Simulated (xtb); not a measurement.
xtb input (GFN1-xTB):

```bash
xtb mol.xyz --gfn 1 --sp --chrg 0 --uhf 0
```
mol.xyz:
```
17

C      0.92058640     2.57306874    -0.09005180
O     -0.12295839     1.67393166     0.26623467
Si    -0.04855955     0.06030720     0.20308413
Cl     0.41522504    -0.51567730    -1.73654027
O      1.10382346    -0.48068774     1.19939982
C      1.50135125    -1.83752579     1.35857086
O     -1.47734208    -0.57665799     0.61071501
C     -2.70622324    -0.38248229    -0.07958939
H      1.22065753     2.42683971    -1.13024639
H      1.78850536     2.43374172     0.55774493
H      0.54101357     3.58619947     0.03307667
H      2.32019251    -1.86057531     2.07595343
H      0.67406914    -2.44039964     1.73868053
H      1.84474528    -2.25529236     0.40937013
H     -2.62608681    -0.71714374    -1.11641640
H     -2.99668549     0.66998235    -0.06268433
H     -3.46787349    -0.97219027     0.42815408
```

End of the output:

```
         :::::::::::::::::::::::::::::::::::::::::::::::::::::
         ::                     SUMMARY                     ::
         :::::::::::::::::::::::::::::::::::::::::::::::::::::
         :: total energy             -31.651477735193 Eh    ::
         :: gradient norm              0.031110475839 Eh/a0 ::
         :: HOMO-LUMO gap              8.426464508151 eV    ::
         ::.................................................::
         :: SCC energy               -31.878171664854 Eh    ::
         :: -> electrostatic           0.098193288601 Eh    ::
         :: repulsion energy           0.233760413621 Eh    ::
         :: dispersion energy         -0.007066483960 Eh    ::
         :: halogen bond corr.         0.000000000000 Eh    ::
         :: add. restraining           0.000000000000 Eh    ::
         :: total charge               0.000000000000 e     ::
         :::::::::::::::::::::::::::::::::::::::::::::::::::::

           -------------------------------------------------
          |                Property Printout                |
           -------------------------------------------------

    * Orbital Energies and Occupations

         #    Occupation            Energy/Eh            Energy/eV
      -------------------------------------------------------------
         1        2.0000           -0.8856873             -24.1008
       ...           ...                  ...                  ...
        13        2.0000           -0.5732034             -15.5977
        14        2.0000           -0.5603373             -15.2476
        15        2.0000           -0.5603373             -15.2476
        16        2.0000           -0.5542907             -15.0830
        17        2.0000           -0.5023265             -13.6690
        18        2.0000           -0.4768922             -12.9769
        19        2.0000           -0.4768922             -12.9769
        20        2.0000           -0.4720100             -12.8440
        21        2.0000           -0.4695646             -12.7775
        22        2.0000           -0.4695646             -12.7775
        23        2.0000           -0.4569515             -12.4343
        24        2.0000           -0.4481309             -12.1943
        25        2.0000           -0.4481309             -12.1943 (HOMO)
        26                         -0.1384641              -3.7678 (LUMO)
        27                         -0.1384641              -3.7678
        28                         -0.1294725              -3.5231
        29                         -0.0904870              -2.4623
        30                         -0.0699608              -1.9037
        31                         -0.0699608              -1.9037
        32                         -0.0657141              -1.7882
        33                         -0.0646011              -1.7579
        34                         -0.0646011              -1.7579
        35                         -0.0625605              -1.7024
        36                         -0.0461170              -1.2549
       ...                                ...                  ...
        60                          1.3896080              37.8132
      -------------------------------------------------------------
                  HL-Gap            0.3096669 Eh            8.4265 eV
             Fermi-level           -0.2932975 Eh           -7.9810 eV

  Mulliken/CM5 charges         n(s)   n(p)   n(d)
     1C     0.17806  0.06143   0.969  2.853  0.000
     2O    -0.39841 -0.45706   1.630  4.768  0.000
     3Si    0.62578  0.56471   0.791  1.332  1.251
     4Cl   -0.18368 -0.14160   1.896  5.299 -0.012
     5O    -0.39841 -0.45706   1.630  4.768  0.000
     6C     0.17806  0.06143   0.969  2.853  0.000
     7O    -0.39841 -0.45706   1.630  4.768  0.000
     8C     0.17806  0.06143   0.969  2.853  0.000
     9H     0.02217  0.08285   0.978  0.000  0.000
    10H     0.03062  0.09151   0.969  0.000  0.000
    11H     0.02019  0.08025   0.980  0.000  0.000
    12H     0.02019  0.08025   0.980  0.000  0.000
    13H     0.03062  0.09151   0.969  0.000  0.000
    14H     0.02217  0.08285   0.978  0.000  0.000
    15H     0.02217  0.08285   0.978  0.000  0.000
    16H     0.03062  0.09151   0.969  0.000  0.000
    17H     0.02019  0.08025   0.980  0.000  0.000

Wiberg/Mayer (AO) data.
largest (>0.10) Wiberg bond orders for each atom

 ---------------------------------------------------------------------------
     #   Z sym  total        # sym  WBO       # sym  WBO       # sym  WBO
 ---------------------------------------------------------------------------
     1   6 C    3.910 --    11 H    0.987    10 H    0.987     9 H    0.986
                             2 O    0.914
     2   8 O    2.334 --     3 Si   1.311     1 C    0.914
     3  14 Si   5.205 --     2 O    1.311     5 O    1.311     7 O    1.311
                             4 Cl   1.183
     4  17 Cl   1.300 --     3 Si   1.183
     5   8 O    2.334 --     3 Si   1.311     6 C    0.914
     6   6 C    3.910 --    12 H    0.987    13 H    0.987    14 H    0.986
                             5 O    0.914
     7   8 O    2.334 --     3 Si   1.311     8 C    0.914
     8   6 C    3.910 --    17 H    0.987    16 H    0.987    15 H    0.986
                             7 O    0.914
     9   1 H    1.013 --     1 C    0.986
    10   1 H    1.008 --     1 C    0.987
    11   1 H    1.018 --     1 C    0.987
    12   1 H    1.018 --     6 C    0.987
    13   1 H    1.008 --     6 C    0.987
    14   1 H    1.013 --     6 C    0.986
    15   1 H    1.013 --     8 C    0.986
    16   1 H    1.008 --     8 C    0.987
    17   1 H    1.018 --     8 C    0.987
 ---------------------------------------------------------------------------

Topologies differ in total number of bonds
Writing topology from bond orders to xtbtopo.mol

 dipole moment from electron density (au)
     X       Y       Z
   0.0053  -0.0065  -0.0220  total (Debye):    0.060

           -------------------------------------------------
          | TOTAL ENERGY              -31.651477735193 Eh   |
          | GRADIENT NORM               0.031110475839 Eh/α |
          | HOMO-LUMO GAP               8.426464508151 eV   |
           -------------------------------------------------

------------------------------------------------------------------------
Note: The following floating-point exceptions are signalling: IEEE_DENORMAL
normal termination of xtb
------------------------------------------------------------------------
 total:
 SCF:
```
